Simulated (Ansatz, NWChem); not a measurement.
**Heat of formation of CH2FI (fluoroiodomethane) from total energies**

CH2FI has 5 atoms, charge 0, and is taken as a singlet. As SMILES, `FCI`. The shape is that of a PBE0-D4/def2-TZVP optimisation.

Total energies at wB97X/def2-SVP (core potential) (NWChem 7.3.0); the atoms run unrestricted:

| species | state | energy (Eh) |
| --- | --- | --- |
| CH2FI | singlet | -436.737009 |
| F | doublet | -99.618833 |
| C | triplet | -37.801739 |
| I | doublet | -297.719907 |
| H | doublet | -0.500604 |

Harmonic wavenumbers at PBE0-D4/def2-TZVP, in cm⁻¹: 273, 582, 870, 1109, 1248, 1298, 1484, 3107, 3192.

Measured heats of formation of the gaseous atoms at 298.15 K, in kJ/mol: F 79.4, C 716.9, I 106.8, H 218.0. Spin-orbit lowering of the atoms at 298 K (mean of the ground term's levels less their thermal mean, from spectra), in kJ/mol: F 1.29, C 0.02, I 30.32. Take 1 Eh = 2625.50 kJ/mol, 1 cm⁻¹ = 0.0119627 kJ/mol, RT = 2.479 kJ/mol.

Q: Work out the heat of formation of the gas at 298 K.

A: 
1. Electronic atomisation energy: (-99.618833) + (-37.801739) + (-297.719907) + 2 × (-0.500604) − (-436.737009) = 0.595322 Eh = 1563.0 kJ/mol.
2. Zero-point energy: half the sum of the wavenumbers, 6581.5 cm⁻¹ = 78.7 kJ/mol.
3. Thermal vibrational enthalpy, Σ hcν̃/(exp(hcν̃/kT) − 1): 1.9 kJ/mol. Translation, rotation and pV of a non-linear molecule: 4 RT = 9.9 kJ/mol.
4. The 5 free atoms carry 5/2 RT each: 31.0 kJ/mol.
5. Spin-orbit coupling lowers the free atoms by 1.29 + 0.02 + 30.32 = 31.6 kJ/mol.
6. Atomisation enthalpy at 298 K: 1563.0 − 31.6 − 78.7 − 1.9 − 9.9 + 31.0 = 1471.9 kJ/mol.
7. Sum of the atoms' heats of formation: 1339.1 kJ/mol. Heat of formation: 1339.1 − 1471.9 = -132.8 kJ/mol.

No measured value is set beside it here. Anharmonicity and any spin-orbit splitting of the molecule are left out.
